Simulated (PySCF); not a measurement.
# Shapes and spin states of ReI₂

These are results of PBE0 in PySCF with Re def2-SVP with ECP60, I def2-SVP with ECP28; scalar-relativistic core potentials, no spin–orbit coupling; density-fitted integrals, not measurements.

Relaxations began from a few typed shapes and spin states; open shells are unrestricted. The search is not exhaustive: other isomers or separated fragments can lie lower, and high-lying points may rest on an excited occupation.

Which is the lowest minimum found?
A. sextet D∞h: Re–I 2.637 Å (×2); I–Re–I 180.0°
B. broken-symmetry Ms = 1/2 (⟨S²⟩ 2.40) D∞h: Re–I 2.576 Å (×2); I–Re–I 180.0°
C. quartet (⟨S²⟩ 4.43) D∞h: Re–I 2.590 Å (×2); I–Re–I 180.0°

A. The others lie at 99.3 (quartet D∞h), 156.9 (broken-symmetry Ms = 1/2 D∞h) kJ/mol above it.

Formally Re is in oxidation state +2, d5, with 5 unpaired electrons (the high-spin count). The Mulliken spin on Re is 4.75. The polar-tensor charge on Re, 1.08, is far below the formal one.

For the lowest minimum: other spin states or occupations of the open shell can lie lower. Spin–orbit coupling, left out here, can matter for elements this heavy.

The electron or spin density has lower symmetry than the nuclear frame for the quartet (⟨S²⟩ 4.43) D∞h at 99.3 kJ/mol, broken-symmetry Ms = 1/2 (⟨S²⟩ 2.40) D∞h at 156.9 kJ/mol.
